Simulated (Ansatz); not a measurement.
**Which level was it?**

GaHClO has 4 atoms, charge 0, and is taken as a doublet. SMILES: `[O][GaH][Cl]`. Geometry: relaxed at PBE0-D4/def2-TZVP.

```xyz
4

O    -1.7398   -0.1177   -0.2122
Ga    0.0309    0.1443   -0.0612
Cl    1.0507   -1.5573    0.7088
H     0.7137    1.4705   -0.4557
```

A calculation with Ansatz 0.2.0 gave:

| Item | Value |
| --- | --- |
| total energy | -2459.8708 Eh |
| dipole moment | 2.07 D |
| HOMO energy | -7.53 eV |
| LUMO energy | -6.46 eV |
| ⟨S²⟩ | 0.754 |
| largest force | 0.629 eV/Å |

Problem. Which of these levels gave the numbers?
A. HF/3-21G
B. PBE/def2-SVPD
C. r2SCAN/def2-SVP
D. B3LYP/6-31G* (spherical functions)

Solution. B. The others give -2460.3484 Eh (r2SCAN/def2-SVP), -2460.6271 Eh (B3LYP/6-31G* (spherical functions)), -2446.2178 Eh (HF/3-21G).
